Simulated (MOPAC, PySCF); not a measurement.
[Zr(F)3(NH2)], neutral singlet in the gas phase. 

Z-matrix (Å, degrees):
```
Zr
F 1 1.9166
F 1 1.9196 2 114.92
F 1 1.9218 2 110.64 3 -120.59
N 1 2.0326 2 107.33 4 -118.78
H 5 1.0257 1 126.12 2 -167.89
H 5 1.0258 6 107.86 1 177.39
```
Charge 0, multiplicity 1.

All levels are single points at this geometry (TPSS-D3(BJ)/def2-SVP); Pople sets use spherical d functions. Orbital energies aren't observables, and empty levels follow the basis.

| level | HOMO (eV) | LUMO (eV) | gap (eV) | dipole (D) | vertical IE, Delta-SCF (eV) |
|---|---|---|---|---|---|
| B3LYP-D3(BJ)/def2-TZVP in PySCF | -7.93 | -1.50 | 6.44 | 2.56 | – |
| PBE-D3(BJ)/def2-TZVP in PySCF | -6.72 | -2.12 | 4.60 | 2.49 | – |
| TPSSh-D3(BJ)/def2-TZVP in PySCF | -7.35 | -1.63 | 5.71 | 2.48 | – |
| B3LYP/6-311+G** (LANL2DZ on Zr) in PySCF | -8.19 | -2.15 | 6.04 | 2.84 | – |
| B3LYP/LANL2DZ in PySCF | -8.05 | -2.07 | 5.98 | 3.21 | – |
| BP86/6-31G* (LANL2DZ on Zr) in PySCF | -6.52 | -2.20 | 4.31 | 2.54 | – |
| M06-2X/6-31G* (LANL2DZ on Zr) in PySCF | -9.41 | -0.50 | 8.91 | 2.73 | – |
| PBE/6-31G* (LANL2DZ on Zr) in PySCF | -6.41 | -2.08 | 4.32 | 2.54 | 10.10 |
| PM6 in MOPAC | -9.69 | 0.79 | 10.48 | 2.75 | – |
